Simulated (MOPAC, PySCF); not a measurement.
Dimer: CH4O (SMILES CO) (first 6 atoms) with C2H3N (SMILES CC#N); geometry from B3LYP-D3(BJ)/def2-TZVP, rigid monomers moved along the line of their centres of mass till H6···N9 is 2.33 Å.
(charge 0, multiplicity 1):
```xyz
12

C     -0.581     0.187    -0.744
O      0.253    -0.739    -0.077
H     -1.634     0.086    -0.451
H     -0.506    -0.014    -1.813
H     -0.274     1.226    -0.569
H      0.193    -0.565     0.873
C     -0.288     0.516     5.659
C     -0.178     0.235     4.238
N     -0.091     0.013     3.115
H     -0.488     1.576     5.816
H     -1.102    -0.065     6.092
H      0.641     0.252     6.164
```

Monomers are frozen at their geometry in the pair; levels with a basis set take the counterpoise correction. Rows marked so take none.

Rows in 3-21G, 6-31G* carry no dispersion term and start afresh at each structure (6-31G* with six Cartesian d functions). The state that AM1, PM7 reach isn't checked; PM7 holds dispersion and hydrogen-bond terms.

Codes used: MOPAC for AM1, PM7 (differences of heats of formation); PySCF for 3-21G rows, 6-31G* rows. 

### Question
One of these levels gives -4.17 kcal/mol for the interaction energy. Which one is it?
A. B3LYP/6-31G*
B. PM7
C. B3LYP/3-21G (no counterpoise)
D. AM1

### Answer
A, B3LYP/6-31G*. The others give -0.48 (AM1), -4.87 (PM7), -7.19 (B3LYP/3-21G (no counterpoise))
